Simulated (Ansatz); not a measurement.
Relaxation of GaH5S (7 atoms, charge 0, multiplicity 1), to a largest force component of 0.015 eV/Å in at most 40 steps.

Level of theory: RHF/def2-SVP in Ansatz.

```xyz
7
Properties=species:S:1:pos:R:3
S -0.573 -1.290 0.105
Ga 0.086 0.856 -0.090
H -0.249 -1.757 1.283
H -0.015 -1.983 -0.928
H -0.382 1.457 -1.522
H -0.530 1.756 1.106
H 1.724 0.892 0.001
```

Where does it end, and by what steps?

The forces met the threshold. After 5 steps the energy has fallen by 1.144 eV; Ga2 moved furthest, 0.38 Å. Parted: S1–Ga2.

```
step  energy less start (eV)  largest force component (eV/Å)  accepted
   0                  0.0000                           4.050       yes
   1                 -0.9078                           1.612       yes
   2                 -1.1007                           0.616       yes
   3                 -1.0959                           0.303        no
   4                 -1.1432                           0.056       yes
   5                 -1.1438                           0.014       yes
```

```xyz
7
Properties=species:S:1:pos:R:3
S -0.800 -1.430 0.096
Ga 0.205 1.216 -0.124
H -0.110 -1.828 1.166
H 0.005 -2.032 -0.782
H -0.386 1.449 -1.570
H -0.577 1.749 1.140
H 1.725 0.808 0.028
```

Whether the end is a true minimum wasn't checked by a vibrational analysis.

The run took 11 s on 1 thread of Intel(R) Xeon(R) Platinum 8375C CPU @ 2.90GHz (Ice Lake), with other jobs on the host, peak memory 0.18 GiB.
